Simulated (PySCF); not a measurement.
All of these have the formula C6H9OP. Method used: TDDFT PBE0/def2-SVPD, vertical, gas phase, core orbitals frozen in the response (PySCF). Geometries: GFN2-xTB; one conformer of each isolated species. Triplets are in the Tamm–Dancoff approximation.

A. `c1(OC)cp(cc1)C`
B. `P1(C#C)CC(C1)OC`
C. `C(=C)P(=O)(C=C)C=C`

Lowest singlet levels (six at most, fewer where fewer were computed) with oscillator strengths:

1. 221 nm (f 0.000); 213 nm (f 0.054 summed over 2 states); 210 nm (f 0.003); 196 nm (f 0.107 summed over 2 states); 192 nm (f 0.000) [of 8 roots; the last level is left out, as the window may have cut its degenerate partner]; T1 4.26 eV
2. 280 nm (f 0.063); 255 nm (f 0.081); 208 nm (f 0.013); 201 nm (f 0.000); 193 nm (f 0.091); 189 nm (f 0.008); T1 3.05 eV
3. 244 nm (f 0.017); 214 nm (f 0.041); 195 nm (f 0.027); 193 nm (f 0.004); 192 nm (f 0.005); 185 nm (f 0.019); T1 4.37 eV

Question: Which spectrum belongs to which structure?

Answer: 1 = C, 2 = A, 3 = B.
- A: S1 at 4.42 eV, HOMO→LUMO (97%); Löwdin shares by element: HOMO carbon 42% or more, phosphorus 17%, oxygen 14% (atoms not listed hold the other 27%); LUMO carbon 51% or more, phosphorus 13% (atoms not listed hold the other 36%); HOMO -6.26 and LUMO -0.97 eV.
- B: S1 at 5.09 eV, HOMO→LUMO (94%); Löwdin shares by element: HOMO phosphorus 37%, carbon 36% or more (atoms not listed hold the other 27%); LUMO carbon 49% or more, phosphorus 28% (atoms not listed hold the other 23%); HOMO -6.74 and LUMO -0.30 eV.
- C: S1 at 5.62 eV, HOMO-1/HOMO→LUMO/LUMO+1 (≥94%); Löwdin shares by element: HOMO (one of a set within 0.03 eV) oxygen 52%, carbon 20% or more, phosphorus 14%; LUMO (one of a set within 0.03 eV) carbon 74% or more (atoms not listed hold the other 26%); HOMO -7.92 and LUMO -0.88 eV; point group C3v, 2 of its 7 listed states under f = 0.0005.

A slash joins orbitals within 0.01 eV of each other, whose weights are summed (≥ marks a lower bound).
